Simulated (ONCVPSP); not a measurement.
**PBE ONCV dataset for Os (Z = 76), scalar-relativistic all-electron reference.**

Input for ONCVPSP 4.0.1:

```
# ATOM AND REFERENCE CONFIGURATION
# atsym  z   nc   nv     iexc    psfile
  Os 76.00    9    5        4      upf
#
#   n    l    f
    1    0    2.00
    2    0    2.00
    2    1    6.00
    3    0    2.00
    3    1    6.00
    3    2   10.00
    4    0    2.00
    4    1    6.00
    4    2   10.00
    4    3   14.00
    5    0    2.00
    5    1    6.00
    5    2    6.00
    6    0    1.50
#
# PSEUDOPOTENTIAL AND OPTIMIZATION
# lmax
    3
#
#   l,   rc,      ep,       ncon, nbas, qcut
    0    1.45    0.00    4    8    8.90
    1    1.10    0.00    5   10    7.10
    2    2.05    0.00    4    8    6.70
    3    0.80    0.00    4    8   24.30
#
# LOCAL POTENTIAL
# lloc, lpopt,  rc(5),   dvloc0
    4    5    0.50    4.00
#
# VANDERBILT-KLEINMAN-BYLANDER PROJECTORs
# l, nproj, debl
    0    2    3.30
    1    2    3.70
    2    3    1.20
    3    2    1.10
#
# MODEL CORE CHARGE
# icmod, fcfact, rcfact
    3    5.75    1.05
#
# LOG DERIVATIVE ANALYSIS
# epsh1, epsh2, depsh
   -5.00    5.00    0.04
#
# OUTPUT GRID
# rlmax, drl
    6.00    0.01
#
# TEST CONFIGURATIONS
# ncnf
    4
# nvcnf
#   n    l    f
    5
    4    3   14.00
    5    0    2.00
    5    1    6.00
    5    2    6.00
    6    0    2.00
#
    5
    4    3   14.00
    5    0    2.00
    5    1    6.00
    5    2    6.00
    6    0    1.00
#
    5
    4    3   14.00
    5    0    2.00
    5    1    6.00
    5    2    6.00
    6    0    0.00
#
    5
    4    3   14.00
    5    0    1.00
    5    1    6.00
    5    2    6.00
    6    0    2.00
#
```

Command:

```bash
oncvpsp.x < Os.dat > Os.out
```

Output (shortened: citation, most of the input echo, consistency checks and plot data are left out):

```
ONCVPSP  (Optimized Norm-Conservinng Vanderbilt PSeudopotential)
scalar-relativistic version 4.0.1

#   n    l    f        energy (Ha)
    1    0    2.00    -2.7152163E+03
    2    0    2.00    -4.7299123E+02
    2    1    6.00    -4.1182181E+02
    3    0    2.00    -1.1018132E+02
    3    1    6.00    -9.2223907E+01
    3    2   10.00    -7.2180605E+01
    4    0    2.00    -2.3364672E+01
    4    1    6.00    -1.7476077E+01
    4    2   10.00    -1.0169556E+01
    4    3   14.00    -2.0522970E+00
    5    0    2.00    -3.5069952E+00
    5    1    6.00    -2.0114613E+00
    5    2    6.00    -3.7005092E-01
    6    0    1.50    -3.5092662E-01

Reference configufation results
  iterations    27
  all-electron total energy (Ha)   -1.72537095D+04

Begin loop to  construct optimized pseudo wave functions
and semi-local pseudopoentials for all angular momenta

Calculating optimized projector #   1

 for l=   0

    Fraction of norm inside rc  0.904353
    Optimizing pswf for qcut=   8.91 a_B^-1,  ecut=  39.69 Ha
    Residual kinetic energy error=  1.97D-06 Ha

    Energy error per electron        Cutoff
         Ha          eV             Ha
         0.01000     0.27211       23.38
         0.00100     0.02721       28.97
         0.00010     0.00272       33.49
         0.00001     0.00027       37.17

Calculating optimized projector #   2

 for l=   0

    Fraction of norm inside rc  0.050785
    Optimizing pswf for qcut=   8.91 a_B^-1,  ecut=  39.69 Ha
    Residual kinetic energy error=  1.45D-06 Ha

    Energy error per electron        Cutoff
         Ha          eV             Ha
         0.01000     0.27211       19.40
         0.00100     0.02721       26.57
         0.00010     0.00272       32.30
         0.00001     0.00027       36.37

   Wellstate for l =  1  n =  7
     eigenvalue =   1.6885
     asymptotic potential =   2.1885
     half-point radius =  3.2835

Calculating optimized projector #   1

 for l=   1

    Fraction of norm inside rc  0.467222
    Optimizing pswf for qcut=   7.10 a_B^-1,  ecut=  25.20 Ha
    Residual kinetic energy error=  1.14D-02 Ha

    Energy error per electron        Cutoff
         Ha          eV             Ha
         0.01000     0.27211       26.11
         0.00100     0.02721       96.59
         0.00010     0.00272      248.30
         0.00001     0.00027      282.16

Calculating optimized projector #   2

 for l=   1

    Fraction of norm inside rc  0.045838
    Optimizing pswf for qcut=   7.10 a_B^-1,  ecut=  25.20 Ha
    Residual kinetic energy error=  4.56D-03 Ha

    Energy error per electron        Cutoff
         Ha          eV             Ha
         0.01000     0.27211       20.28
         0.00100     0.02721       90.59
         0.00010     0.00272      322.19
         0.00001     0.00027      361.04

   Wellstate for l =  2  n =  6
     eigenvalue =   0.8299
     asymptotic potential =   1.3299
     half-point radius =  3.3224

   Wellstate for l =  2  n =  7
     eigenvalue =   2.0299
     asymptotic potential =   2.5299
     half-point radius =  3.7981

Calculating optimized projector #   1

 for l=   2

    Fraction of norm inside rc  0.705438
    Optimizing pswf for qcut=   6.71 a_B^-1,  ecut=  22.48 Ha
    Residual kinetic energy error=  3.31D-06 Ha

    Energy error per electron        Cutoff
         Ha          eV             Ha
         0.01000     0.27211       12.57
         0.00100     0.02721       16.00
         0.00010     0.00272       18.91
         0.00001     0.00027       21.34

Calculating optimized projector #   2

 for l=   2

    Fraction of norm inside rc  0.188594
    Optimizing pswf for qcut=   6.71 a_B^-1,  ecut=  22.48 Ha
    Residual kinetic energy error=  3.81D-06 Ha

    Energy error per electron        Cutoff
         Ha          eV             Ha
         0.01000     0.27211       12.79
         0.00100     0.02721       16.25
         0.00010     0.00272       19.14
         0.00001     0.00027       21.70

Calculating optimized projector #   3

 for l=   2

    Fraction of norm inside rc  0.134673
    Optimizing pswf for qcut=   6.71 a_B^-1,  ecut=  22.48 Ha
    Residual kinetic energy error=  8.56D-06 Ha

    Energy error per electron        Cutoff
         Ha          eV             Ha
         0.01000     0.27211       13.30
         0.00100     0.02721       16.92
         0.00010     0.00272       19.83
         0.00001     0.00027       22.62

WARNING wellstate: negative energy specified for n= 5 l=  3
WARNING scattering state with energy  0.25000000
WARNING will be used for the first projector

   Wellstate for l =  3  n =  5
     eigenvalue =   0.2500
     asymptotic potential =   0.7500
     half-point radius =  8.6509

Calculating optimized projector #   1

 for l=   3

    Fraction of norm inside rc  0.843859
    Optimizing pswf for qcut=  24.29 a_B^-1,  ecut= 295.06 Ha
    Residual kinetic energy error=  3.55D-07 Ha

    Energy error per electron        Cutoff
         Ha          eV             Ha
         0.01000     0.27211      204.90
         0.00100     0.02721      233.25
         0.00010     0.00272      254.41
         0.00001     0.00027      272.31

Calculating optimized projector #   2

 for l=   3

    Fraction of norm inside rc  0.000811
    Optimizing pswf for qcut=  24.29 a_B^-1,  ecut= 295.06 Ha
    Residual kinetic energy error=  1.43D-09 Ha

    Energy error per electron        Cutoff
         Ha          eV             Ha
         0.01000     0.27211       82.24
         0.00100     0.02721      140.50
         0.00010     0.00272      183.90
         0.00001     0.00027      217.70

Construct Vanderbilt / Kleinmman-Bylander projectors

B matrix Hermiticity error, ll=   0
   1   2    5.1276E-04

  Orthonormal projector coefficients  3.3121E+01  4.0693E+00

B matrix Hermiticity error, ll=   1
   1   2   -5.6596E-04

  Orthonormal projector coefficients  3.9364E+01  7.4892E+00

B matrix Hermiticity error, ll=   2
   1   2    1.5439E-04
   1   3   -2.4169E-04
   2   3    1.0273E-04

  Orthonormal projector coefficients  2.0799E+01  1.9892E+00  2.4650E-01

B matrix Hermiticity error, ll=   3
   1   2    1.0478E-04

  Orthonormal projector coefficients -2.3427E+01 -9.7640E+00

Model core correction analysis
  based on d2Exc/dn_idn_j

d2excae - all-electron derivatives

   -2.739910D-02   -1.130416D-02   -7.779442D-03   -2.884099D-03
   -9.395820D-04
   -1.130403D-02   -2.937089D-02   -2.544605D-02   -1.209945D-02
   -1.773361D-03
   -7.779367D-03   -2.544609D-02   -2.523974D-02   -1.562105D-02
   -2.711640D-03
   -2.884082D-03   -1.209948D-02   -1.562106D-02   -1.837400D-02
   -1.220360D-02
   -9.395723D-04   -1.773241D-03   -2.711224D-03   -1.220201D-02
   -2.640418D-02

d2excps - pseudofunction derivatives with no core correction

   -5.251157D-02   -1.560193D-02   -9.423288D-03   -3.034710D-03
   -1.415585D-03
   -1.560184D-02   -3.066120D-02   -2.662919D-02   -1.275382D-02
   -1.938015D-03
   -9.423244D-03   -2.662924D-02   -2.636038D-02   -1.610153D-02
   -2.828121D-03
   -3.034704D-03   -1.275388D-02   -1.610157D-02   -1.854551D-02
   -1.227378D-02
   -1.415588D-03   -1.937905D-03   -2.827709D-03   -1.227218D-02
   -2.642029D-02

rms 2nd derivative error    5.217818E-03

rmatch, rhocmatch    0.6325   54.8088

Teter function model core charge with specified parameters

d2excps - pseudofunction derivatives with core correction

   -4.142023D-02   -1.449008D-02   -8.996992D-03   -2.963481D-03
   -1.280018D-03
   -1.448996D-02   -3.027827D-02   -2.651682D-02   -1.274177D-02
   -1.884998D-03
   -8.996927D-03   -2.651686D-02   -2.636356D-02   -1.611547D-02
   -2.806706D-03
   -2.963472D-03   -1.274182D-02   -1.611550D-02   -1.855351D-02
   -1.226926D-02
   -1.280015D-03   -1.884884D-03   -2.806293D-03   -1.226767D-02
   -2.641386D-02

rms 2nd derivative error    3.005854E-03

Pseudoatom total energy -440.699579

Diagnostic tests using Vanderbilt-Kleinman-Bylander pseudopotentials
  1 or more projectors used as specified by nproj input data

   l    rcore       rmatch      e in        delta e   norm test  slope test

   0   1.4527897   1.4968995  -3.5069952  -0.0000017   1.0002314   1.0002307
   0   1.4527897   1.4968995  -0.3509266   0.0000092   1.0000716   1.0000619

   1   1.1033051   1.1368039  -2.0114613  -0.0000244   1.0002004   1.0002851
   1   1.1033051   1.1368039   1.6885387   0.0000314   1.0006378   1.0006378

   2   2.0553493   2.1177541  -0.3700509   0.0000068   1.0000884   1.0001161
   2   2.0553493   2.1177541   0.8299491   0.0000082   1.0002554   1.0002554
   2   2.0553493   2.1177541   2.0299491   0.0000200   1.0002865   1.0002865

   3   0.8035310   0.8279280  -2.0522970  -0.0000543   1.0006241   1.0006250
   3   0.8035310   0.8279280   0.2500000  -0.0001059   1.0010192   1.0010192

 Testing for bound ghosts
   n   l    E NL Schr. Eq   E Basis Diag.   E Cutoff

       0                      -57.229312    125.06  WARNING - GHOST(-)
   1   0       -3.506997       -3.506978    125.06
   2   0       -0.350917       -0.264052    125.06

       1                      -16.227445    409.82  WARNING - GHOST(-)
   2   1       -2.011486       -2.009144    409.82

   3   2       -0.370044       -0.369317    104.96

   4   3       -2.052351       -2.050931    602.81

 Testing for highly-localized positive-energy ghosts
       l    <radius>/rc     E Basis Diag.   E Cutoff

       0        0.479512        7.553161    125.06  WARNING - GHOST(+)

       2        0.197171        4.758588    104.96  WARNING - GHOST(+)

Test configuration 0

   n   l     f        eae           eps        diff
   1   0  2.0000-2715.21626729
   2   0  2.0000 -472.99122706
   2   1  6.0000 -411.82181194
   3   0  2.0000 -110.18132392
   3   1  6.0000  -92.22390715
   3   2 10.0000  -72.18060540
   4   0  2.0000  -23.36467194
   4   1  6.0000  -17.47607701
   4   2 10.0000  -10.16955596
   4   3 14.0000   -2.05229695   -2.05235123   -5.43D-05
   5   0  2.0000   -3.50699523   -3.50699696   -1.73D-06
   5   1  6.0000   -2.01146133   -2.01148576   -2.44D-05
   5   2  6.0000   -0.37005092   -0.37004413    6.78D-06
   6   0  1.5000   -0.35092662   -0.35091738    9.23D-06

    Total energies and differences
      AE_ref= -1.72537095D+04  AE_tst= -1.72537095D+04  dif=  0.00D+00
      PS_ref= -4.40699579D+02  PS_tst= -4.40699579D+02  dif= -3.41D-13
      PSP excitation error=  3.41D-13

Test configuration 1

   n   l     f        eae           eps        diff
   1   0  2.0000-2715.07338289
   2   0  2.0000 -472.84936549
   2   1  6.0000 -411.67992553
   3   0  2.0000 -110.03926245
   3   1  6.0000  -92.08184394
   3   2 10.0000  -72.03862519
   4   0  2.0000  -23.22249729
   4   1  6.0000  -17.33391857
   4   2 10.0000  -10.02745036
   4   3 14.0000   -1.91018119   -1.90943907    7.42D-04
   5   0  2.0000   -3.36448080   -3.36434947    1.31D-04
   5   1  6.0000   -1.86832863   -1.86832636    2.27D-06
   5   2  6.0000   -0.22987448   -0.22988284   -8.36D-06
   6   0  2.0000   -0.22589415   -0.22587366    2.05D-05

    Total energies and differences
      AE_ref= -1.72537095D+04  AE_tst= -1.72538533D+04  dif= -1.44D-01
      PS_ref= -4.40699579D+02  PS_tst= -4.40843457D+02  dif= -1.44D-01
      PSP excitation error=  4.71D-05

Test configuration 2

   n   l     f        eae           eps        diff
   1   0  2.0000-2715.37036965
   2   0  2.0000 -473.14411200
   2   1  6.0000 -411.97472877
   3   0  2.0000 -110.33436812
   3   1  6.0000  -92.37695357
   3   2 10.0000  -72.33356469
   4   0  2.0000  -23.51781572
   4   1  6.0000  -17.62919982
   4   2 10.0000  -10.32261326
   4   3 14.0000   -2.20533468   -2.20629794   -9.63D-04
   5   0  2.0000   -3.66027807   -3.66044133   -1.63D-04
   5   1  6.0000   -2.16520566   -2.16526700   -6.13D-05
   5   2  6.0000   -0.51959560   -0.51957454    2.11D-05
   6   0  1.0000   -0.48294298   -0.48295429   -1.13D-05

    Total energies and differences
      AE_ref= -1.72537095D+04  AE_tst= -1.72535014D+04  dif=  2.08D-01
      PS_ref= -4.40699579D+02  PS_tst= -4.40491377D+02  dif=  2.08D-01
      PSP excitation error= -7.41D-05

Test configuration 3

   n   l     f        eae           eps        diff
   1   0  2.0000-2715.70820885
   2   0  2.0000 -473.47894437
   2   1  6.0000 -412.30964734
   3   0  2.0000 -110.66934890
   3   1  6.0000  -92.71194032
   3   2 10.0000  -72.66837248
   4   0  2.0000  -23.85293710
   4   1  6.0000  -17.96426499
   4   2 10.0000  -10.65750964
   4   3 14.0000   -2.54008427   -2.54317977   -3.10D-03
   5   0  2.0000   -3.99490762   -3.99548148   -5.74D-04
   5   1  6.0000   -2.50006319   -2.50023348   -1.70D-04
   5   2  6.0000   -0.84242710   -0.84238249    4.46D-05

    Total energies and differences
      AE_ref= -1.72537095D+04  AE_tst= -1.72528797D+04  dif=  8.30D-01
      PS_ref= -4.40699579D+02  PS_tst= -4.39869515D+02  dif=  8.30D-01
      PSP excitation error= -3.28D-04

Test configuration 4

   n   l     f        eae           eps        diff
   1   0  2.0000-2715.67624985
   2   0  2.0000 -473.42906179
   2   1  6.0000 -412.26074007
   3   0  2.0000 -110.60992176
   3   1  6.0000  -92.65262902
   3   2 10.0000  -72.60940251
   4   0  2.0000  -23.79391674
   4   1  6.0000  -17.90527180
   4   2 10.0000  -10.59726429
   4   3 14.0000   -2.47208804   -2.47993083   -7.84D-03
   5   0  1.0000   -3.87456435   -3.87780764   -3.24D-03
   5   1  6.0000   -2.35273785   -2.35365888   -9.21D-04
   5   2  6.0000   -0.64029499   -0.63986221    4.33D-04
   6   0  2.0000   -0.53047028   -0.53074040   -2.70D-04

    Total energies and differences
      AE_ref= -1.72537095D+04  AE_tst= -1.72502435D+04  dif=  3.47D+00
      PS_ref= -4.40699579D+02  PS_tst= -4.37229493D+02  dif=  3.47D+00
      PSP excitation error= -4.14D-03
```

Note: ghosts flagged at negative energy: s at -1557.3 eV, p at -441.6 eV; GHOST(+) flagged for d at 129.5 eV, s at 205.5 eV. A true bound ghost makes a file unfit for plane-wave use.

The run took about 8 s on one core of a shared server CPU.
